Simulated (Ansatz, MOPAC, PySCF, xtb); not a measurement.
Complex: CHN (SMILES C#N) (first 3 atoms) with C2H6O (SMILES COC); geometry from B3LYP-D3(BJ)/def2-TZVP, rigid monomers moved along the line of their centres of mass till H3···O5 is 2.24 Å.
(charge 0, multiplicity 1):
```xyz
12

C     -0.2934     0.1884    -0.3061
N     -0.3619     0.3099    -1.4448
H     -0.2267     0.0738     0.7655
C      0.1119    -1.4165     3.6175
O     -0.0820    -0.1655     2.9845
C     -0.0295     0.9270     3.8828
H     -0.6648    -1.6016     4.3682
H      1.0934    -1.4643     4.1030
H      0.0554    -2.1839     2.8474
H     -0.8121     0.8463     4.6458
H     -0.1879     1.8343     3.3023
H      0.9460     0.9821     4.3794
```

Interaction energies are E(AB) − E(A) − E(B) at the monomers' geometry in the complex; basis-set methods are counterpoise corrected. Rows marked so take none.

Frozen-core correlation. Rows in 6-31G* carry no dispersion term and start afresh at each structure (6-31G* with six Cartesian d functions). The state that PM3, PM7 reach isn't checked; PM7 holds dispersion and hydrogen-bond terms.

The values were computed with Ansatz (Gaussian orbitals); MOPAC for PM3, PM7 (differences of heats of formation); PySCF for 6-31G* rows, the dispersion terms; xtb for the GFN methods. 

```tsv
level	interaction energy (kcal/mol)
GFN-FF	-4.27
PM3	-1.51
PM7	-3.25
GFN1-xTB	-2.60
B3LYP-D4/def2-TZVPPD	-5.47
PBE0/def2-TZVPPD	-4.98
M06-2X/6-31G* (no counterpoise)	-6.43
MP2/aug-cc-pVDZ	?
SCS-MP2/aug-cc-pVDZ	?
```

Q: Some entries are withheld; supply them.

A: 
- MP2/aug-cc-pVDZ, interaction energy (kcal/mol): -5.18
- SCS-MP2/aug-cc-pVDZ, interaction energy (kcal/mol): -4.81

Ansatz is an electronic-structure program.
